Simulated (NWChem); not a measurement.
Two isomers of C$_{4}$H$_{4}$OS, each optimised at PBE0/def2-SVP with NWChem. Flexible species stand in one conformer each, which need not be the lowest. 

A: Oc1cccs1
B: C=C=C1OCS1

Which is lower in energy, by how much, and how do their other properties compare?

A is lower by 58.6 kcal/mol in electronic energy; with zero-point energies, B − A = 57.6 kcal/mol.
|  | A | B |
|---|---|---|
| highest occupied level (eV) | -6.07 | -6.02 |
| orbital gap (eV) | 6.17 | 5.14 |
| dipole (D) | 0.98 | 0.88 |
| highest harmonic frequency (cm⁻¹) | 3896 | 3195 |
| zero-point energy (kcal/mol) | 44.7 | 43.7 |
